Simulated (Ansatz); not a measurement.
The cluster In3⁻. Charge -1, multiplicity 1. Geometry PBE-D4/def2-SVPD.

```
atom    x (Å)    y (Å)    z (Å)
 In1   1.3913  -0.0697  -0.9616
 In2  -0.7387   1.4945   0.3214
 In3  -0.6526  -1.4248   0.6402
```

In the def2 sets In takes a core potential; there is no spin–orbit coupling. LC-ωPBE has ω = 0.4 bohr⁻¹. The restricted singlet is unstable towards broken spin symmetry at other levels; at PBE-D4/def2-SVPD, BLYP-D4/def2-TZVPD, r2SCANh-D4/def2-TZVPD, LC-ωPBE/def2-TZVPD this wasn't settled. At PBE-D4/def2-SVPD, BLYP-D4/def2-TZVPD the highest occupied level of the charge -1 singlet lies above zero (up to 0.42 eV). The electron is either unbound and held by the finite basis, or the level is raised by self-interaction error. At PBE0-D4/def2-TZVPD the restricted singlet is unstable: a solution with broken spin symmetry lies lower. The geometry of the singlet was relaxed on an unsound state (restricted singlet, unstable towards broken spin symmetry at other levels and untested here). The order of the spin states hangs on the level: the quintet lies 0.09 eV below the singlet at PBE0-D4/def2-TZVPD, but 0.25 eV above it at BLYP-D4/def2-TZVPD. The singlet is doubtful at PBE0-D4/def2-TZVPD (restricted singlet, unstable towards broken spin symmetry). The singlet is doubtful at BLYP-D4/def2-TZVPD (restricted singlet, unstable towards broken spin symmetry at other levels and untested here). The structure comes from a short search, and lower isomers may exist.

Task: Estimate the orbital energies around the gap (eV) in Ansatz with PBE-D4/def2-SVPD, BLYP-D4/def2-TZVPD, r2SCANh-D4/def2-TZVPD, PBE0-D4/def2-TZVPD, LC-ωPBE/def2-TZVPD.

Result: 
```json
{"orbital": "HOMO−9", "PBE-D4/def2-SVPD": "-13.83", "BLYP-D4/def2-TZVPD": "-13.72", "r2SCANh-D4/def2-TZVPD": "-15.37", "PBE0-D4/def2-TZVPD": "-16.38", "LC-ωPBE/def2-TZVPD": "-18.95"}
{"orbital": "HOMO−8", "PBE-D4/def2-SVPD": "-13.83", "BLYP-D4/def2-TZVPD": "-13.72", "r2SCANh-D4/def2-TZVPD": "-15.37", "PBE0-D4/def2-TZVPD": "-16.38", "LC-ωPBE/def2-TZVPD": "-18.95"}
{"orbital": "HOMO−7", "PBE-D4/def2-SVPD": "-13.83", "BLYP-D4/def2-TZVPD": "-13.70", "r2SCANh-D4/def2-TZVPD": "-15.35", "PBE0-D4/def2-TZVPD": "-16.35", "LC-ωPBE/def2-TZVPD": "-18.92"}
{"orbital": "HOMO−6", "PBE-D4/def2-SVPD": "-13.78", "BLYP-D4/def2-TZVPD": "-13.66", "r2SCANh-D4/def2-TZVPD": "-15.31", "PBE0-D4/def2-TZVPD": "-16.32", "LC-ωPBE/def2-TZVPD": "-18.89"}
{"orbital": "HOMO−5", "PBE-D4/def2-SVPD": "-13.78", "BLYP-D4/def2-TZVPD": "-13.66", "r2SCANh-D4/def2-TZVPD": "-15.31", "PBE0-D4/def2-TZVPD": "-16.32", "LC-ωPBE/def2-TZVPD": "-18.89"}
{"orbital": "HOMO−4", "PBE-D4/def2-SVPD": "-6.07", "BLYP-D4/def2-TZVPD": "-6.02", "r2SCANh-D4/def2-TZVPD": "-6.99", "PBE0-D4/def2-TZVPD": "-7.45", "LC-ωPBE/def2-TZVPD": "-10.66"}
{"orbital": "HOMO−3", "PBE-D4/def2-SVPD": "-3.28", "BLYP-D4/def2-TZVPD": "-3.29", "r2SCANh-D4/def2-TZVPD": "-3.86", "PBE0-D4/def2-TZVPD": "-4.16", "LC-ωPBE/def2-TZVPD": "-6.40"}
{"orbital": "HOMO−2", "PBE-D4/def2-SVPD": "-3.26", "BLYP-D4/def2-TZVPD": "-3.28", "r2SCANh-D4/def2-TZVPD": "-3.84", "PBE0-D4/def2-TZVPD": "-4.14", "LC-ωPBE/def2-TZVPD": "-6.38"}
{"orbital": "HOMO−1", "PBE-D4/def2-SVPD": "0.31", "BLYP-D4/def2-TZVPD": "0.37", "r2SCANh-D4/def2-TZVPD": "-0.17", "PBE0-D4/def2-TZVPD": "-0.36", "LC-ωPBE/def2-TZVPD": "-1.98"}
{"orbital": "HOMO", "PBE-D4/def2-SVPD": "0.37", "BLYP-D4/def2-TZVPD": "0.42", "r2SCANh-D4/def2-TZVPD": "-0.05", "PBE0-D4/def2-TZVPD": "-0.28", "LC-ωPBE/def2-TZVPD": "-1.94"}
{"orbital": "LUMO", "PBE-D4/def2-SVPD": "0.73", "BLYP-D4/def2-TZVPD": "0.77", "r2SCANh-D4/def2-TZVPD": "0.87", "PBE0-D4/def2-TZVPD": "1.17", "LC-ωPBE/def2-TZVPD": "2.77"}
{"orbital": "LUMO+1", "PBE-D4/def2-SVPD": "0.74", "BLYP-D4/def2-TZVPD": "0.77", "r2SCANh-D4/def2-TZVPD": "0.87", "PBE0-D4/def2-TZVPD": "1.18", "LC-ωPBE/def2-TZVPD": "2.77"}
{"orbital": "LUMO+2", "PBE-D4/def2-SVPD": "2.20", "BLYP-D4/def2-TZVPD": "2.16", "r2SCANh-D4/def2-TZVPD": "2.34", "PBE0-D4/def2-TZVPD": "2.54", "LC-ωPBE/def2-TZVPD": "3.40"}
{"orbital": "LUMO+3", "PBE-D4/def2-SVPD": "2.20", "BLYP-D4/def2-TZVPD": "2.16", "r2SCANh-D4/def2-TZVPD": "2.35", "PBE0-D4/def2-TZVPD": "2.55", "LC-ωPBE/def2-TZVPD": "3.40"}
{"orbital": "LUMO+4", "PBE-D4/def2-SVPD": "2.62", "BLYP-D4/def2-TZVPD": "2.33", "r2SCANh-D4/def2-TZVPD": "2.83", "PBE0-D4/def2-TZVPD": "2.60", "LC-ωPBE/def2-TZVPD": "3.91"}
{"orbital": "LUMO+5", "PBE-D4/def2-SVPD": "2.62", "BLYP-D4/def2-TZVPD": "2.34", "r2SCANh-D4/def2-TZVPD": "2.83", "PBE0-D4/def2-TZVPD": "2.60", "LC-ωPBE/def2-TZVPD": "3.91"}
```
